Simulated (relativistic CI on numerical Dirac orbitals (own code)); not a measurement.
## Sc+: resonant inelastic scattering at the M2,3 edge

Computed with this model: Dirac-Coulomb-Breit CI, separate exchange-only KLI orbitals for each configuration, a model potential for QED, valence Slater integrals scaled by 0.8, Kramers-Heisenberg scattering through one core-hole configuration in a parametric crystal field; configurations [Ar] 3d2 → [Ne] 3s2 3p5 3d3; 80 K; core-hole width 0.48 eV; summed over polarisations. Incident energies are the highest absorption maxima for each field (at most a few, so the weaker spin-orbit partner edge can be absent), on the computed scale of the free ion. Intensities are in per cent of the strongest line above 0.02 eV; levels within 1 cm⁻¹ are merged; final levels count from the ground level, the first row holds all elastic scattering, lines under 0.4 are left out and each table stops after 24 rows. The scale of the Slater integrals is a model choice and moves the terms in proportion. The configuration is assumed, with all valence electrons in the open shell; the free ion's ground configuration is another.

Field parameters in Wybourne normalisation: D3d B²₀ = −7Dσ, B⁴₀ = −14Dq − 21Dτ, B⁴₃ = −14√(10/7) Dq; D4h B²₀ = −7Ds, B⁴₀ = 21(Dq − Dt), B⁴₄ = 21√(5/14) Dq. The field is a parameter set, without covalency.

S is read from ⟨S²⟩ = S(S + 1).

D4h, 10Dq = 16950, Ds = 1610, Dt = 540 cm⁻¹:

```
Final level (eV)  Degeneracy  Irrep     S  35.5 eV  38.1 eV  39.3 eV
           0.000           3   A1+E  1.00    105.9     47.6    210.2
           0.224           2  B1+B2  1.00      7.9      3.5     29.0
           0.227           2      E  1.00      7.6      3.2     32.7
           0.229           2  A1+A2  1.00      7.1      2.8     33.7
           1.117           2      E  0.00      0.1      0.5      0.5
           1.163           1     A1  0.00      0.1      0.2      0.8
           1.351           3   B1+E  1.00      4.5      3.6      8.3
           1.576           1     A1  1.00      4.7     10.4      1.2
           1.576           1     A2  1.00      4.5     10.6      1.1
           1.577           2      E  1.00      9.0     23.3      4.2
           1.578           2  B1+B2  1.00      9.3     23.6      5.2
           2.245           2      E  0.00      0.2      0.1      0.6
           2.573           2  B1+B2  1.00      1.9     16.5     14.7
           2.574           2      E  1.00      1.6     19.3     14.8
           2.574           1     A1  1.00      0.7      9.9      6.7
           2.575           1     A2  1.00      0.7     10.0      7.4
           3.275           2      E  0.04      0.1      0.1      0.9
           3.290           1     A1  1.00      0.1      0.7     15.8
           3.291           2      E  0.99      0.2      1.3     30.3
           3.453           3   B2+E  1.00      0.3      9.1    100.0
           3.829           1     A1  0.00      0.1      0.0      1.2
```

D3d, 10Dq = 16800, Dσ = -720, Dτ = 130 cm⁻¹:

| Final level (eV) | Degeneracy | Irrep | S | 36 eV | 38.8 eV | 39.5 eV |
| --- | --- | --- | --- | --- | --- | --- |
| 0.000 | 3 | A1+E | 1.00 | 123.8 | 105.3 | 274.6 |
| 0.071 | 2 | E | 1.00 | 19.8 | 21.5 | 59.1 |
| 0.075 | 2 | E | 1.00 | 18.8 | 19.4 | 63.1 |
| 0.078 | 1 | A2 | 1.00 | 7.9 | 8.1 | 28.6 |
| 0.078 | 1 | A1 | 1.00 | 8.1 | 8.1 | 31.2 |
| 0.967 | 2 | E | 0.00 | 0.4 | 0.3 | 0.5 |
| 2.017 | 3 | A2+E | 1.00 | 22.4 | 47.0 | 9.2 |
| 2.089 | 2 | A1+A2 | 1.00 | 9.6 | 23.2 | 33.1 |
| 2.091 | 2 | E | 1.00 | 10.0 | 23.0 | 26.4 |
| 2.092 | 2 | E | 1.00 | 9.1 | 21.8 | 20.3 |
| 2.750 | 1 | A1 | 1.00 | 2.5 | 18.5 | 8.0 |
| 2.750 | 2 | E | 1.00 | 4.9 | 37.2 | 15.7 |
| 2.958 | 1 | A1 | 1.00 | 0.6 | 8.0 | 4.4 |
| 2.958 | 1 | A2 | 1.00 | 0.7 | 7.6 | 4.0 |
| 2.959 | 2 | E | 1.00 | 1.6 | 15.5 | 8.0 |
| 2.960 | 2 | E | 1.00 | 1.9 | 14.0 | 7.6 |
| 3.359 | 2 | E | 0.00 | 0.3 | 0.1 | 0.4 |
| 4.253 | 3 | A1+E | 1.00 | 0.7 | 9.5 | 100.0 |
| 5.220 | 2 | E | 0.00 | 0.1 | 0.1 | 0.5 |

D3d, 10Dq = 12200, Dσ = -920, Dτ = -380 cm⁻¹:

```
Final level (eV)  Degeneracy  Irrep     S  35.7 eV  38.2 eV  39.3 eV
           0.000           3   A1+E  1.00    109.1     42.5    268.3
           0.604           2      E  1.00     10.4      9.6     73.8
           0.607           2      E  1.00     11.4      9.5     72.3
           0.610           2  A1+A2  1.00     10.7      8.9     69.6
           1.316           1     A1  0.00      0.0      0.4      0.1
           1.402           3   A2+E  1.00     39.4     23.6      8.0
           1.505           2      E  0.00      0.2      0.1      0.8
           1.619           2  A1+A2  1.00      3.8     11.5      7.5
           1.620           2      E  1.00      4.6     10.6      7.3
           1.621           2      E  1.00      4.8      9.5      7.7
           2.201           1     A1  1.00      0.7     14.6      7.8
           2.201           2      E  1.00      1.3     30.7     15.2
           2.375           1     A1  0.00      0.1      0.2      0.5
           2.482           2      E  0.00      0.1      0.1      0.5
           2.694           1     A1  0.96      0.2      2.7      3.5
           2.695           1     A2  1.00      0.2      2.4      3.9
           2.696           2      E  1.00      0.6      4.7      7.8
           2.696           2      E  1.00      0.6      3.5      8.3
           2.706           1     A1  0.12      0.1      0.2      0.5
           2.957           3   A1+E  1.00      2.4      4.4    100.0
           3.938           2      E  0.00      0.1      0.1      0.8
```

For the first field the strongest loss at the lowest incident energy is the level at 1.58 eV (S = 1.00, against 1.00 in the thermal ground state).
